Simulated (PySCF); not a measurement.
Ligands exchanged one at a time, Ge CH3-OCH3. Isolated molecules, 0 K electronic values unless said otherwise. One relaxed conformer stands for each flexible species; it need not be the lowest. Strings in code marks are SMILES.

Calculation: B3LYP-D3(BJ)/def2-TZVP // B3LYP-D3(BJ)/def2-SVP in PySCF. B3LYP has the VWN-RPA correlation part, as in Gaussian. Excitations are Tamm–Dancoff values on a coarser integration grid. The basis has no diffuse functions, so Rydberg states are missing or too high.

```csv
species,S1–T1 gap (TDA) (eV),S1 oscillator strength,T1 excitation (TDA) (eV)
0 of 4 CH3 replaced by OCH3 (`[CH3][Ge]([CH3])([CH3])[CH3]`),–,0.073,–
1 of 4 CH3 replaced by OCH3,0.19,0.013,6.40
"2 of 4 CH3 replaced by OCH3 (`C[O][Ge]([CH3])([CH3])[O]C` (C–O–Ge–O torsion -55°, O–Ge–O–C torsion 169°))",0.29,0.021,6.38
3 of 4 CH3 replaced by OCH3 (`C[O][Ge]([O]C)([O]C)[CH3]`),0.34,0.005,6.40
4 of 4 CH3 replaced by OCH3 (`[O](C)[Ge]([O]C)([O]C)[O]C`),0.42,0.014,6.14
```
